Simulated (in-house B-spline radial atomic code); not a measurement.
Results of a calculation; reference values are marked as such.
Impurity-limited mobility of n-type InAs at n = 8.4857e16 cm⁻³, compensation 0.1

For InAs the NSM archive of the Ioffe Institute lists m* = 0.023 m0 and ε = 15.15.

One parabolic, isotropic band at zero temperature, uniform dielectric constant, impurities scattering independently, no phonons and no central-cell term; real bands flatten as E_F rises, which lowers the mobility at the highest densities. In effective units each ion is a point charge Z in an electron gas; its screened potential is solved self-consistently in the LDA with open boundaries (B-splines, partial waves to l = 16), which gives the phase shifts δ_l at the Fermi level.

Q: Put the electron gas into effective units.

A: a* = 0.0529177 nm × 15.15/0.023 = 34.86 nm and Ha* = 27211.386 meV × 0.023/15.15² = 2.727 meV. From 4π (r_s a*)³/3 = 1/n, r_s = 0.405. Then k_F = 1.91916/r_s = 4.7387 per a*, E_F = k_F²/2 = 11.2275 Ha* = 30.6 meV, and Mott's number n^(1/3) a* = 1.532.

Self-consistent phase shifts (rad):

```
l  donor, Z = +1  acceptor, Z = −1
0         0.3201           -0.2957
1         0.1259           -0.1237
2         0.0586           -0.0594
3         0.0293           -0.0303
4         0.0152           -0.0159
5         0.0081           -0.0085
6         0.0043           -0.0046
7         0.0024           -0.0025
8         0.0013           -0.0014
```

With all partial waves the Friedel sums are 0.999 and -0.999, and Σ (l + 1) sin²(δ_l − δ_(l+1)) is 0.05004 for the donor and 0.04133 for the acceptor. The screened donor binds no level.

Q: Find the transport cross sections, and compare them with the Born approximation for Thomas-Fermi screening (Brooks-Herring).

A: σ_tr = (4π/k_F²) × sum: 0.028 a*² for the donor and 0.02313 a*² for the acceptor. Thomas-Fermi gives q_s² = 4k_F/π = 6.0335, so b = 4k_F²/q_s² = 14.887, and σ_Born = (2π/k_F⁴)(ln(1 + b) − b/(1 + b)) = 0.01246 × 1.8284 = 0.02278 a*² for either sign. The donor scatters 1.23 times and the acceptor 1.02 times as much. Two things differ from Brooks-Herring. First order with Lindhard's response and the LDA kernel gives 1.14 times σ_Born for either sign: screening weakens at large momentum transfer, and the exchange-correlation potential of the screening charge adds to the ion's own, which is the larger part in a thin gas. Higher orders then split the signs, leaving the donor at 1.08 and the acceptor, which keeps the electrons out, at 0.89 of that.

Q: With N_A/N_D = 0.1 and n = N_D − N_A, what are the mobility and the resistivity?

A: N_D = 9.43e16 and N_A = 9.43e15 cm⁻³. μ = e/(ħ k_F Σ N σ_tr), with e/ħ = 15.193 cm²/(V·s) per nm². Here k_F = 0.1359 nm⁻¹, a*² = 1215 nm², 1 cm⁻³ = 1e-21 nm⁻³, and Σ N σ_tr = 0.003473 nm⁻¹, a mean free path of 288 nm. So μ = 32200 cm²/(V·s) and ρ = 1/(n e μ) = 0.00229 Ω·cm. Brooks-Herring would give 38900 cm²/(V·s). k_F times the mean free path is 39.1.
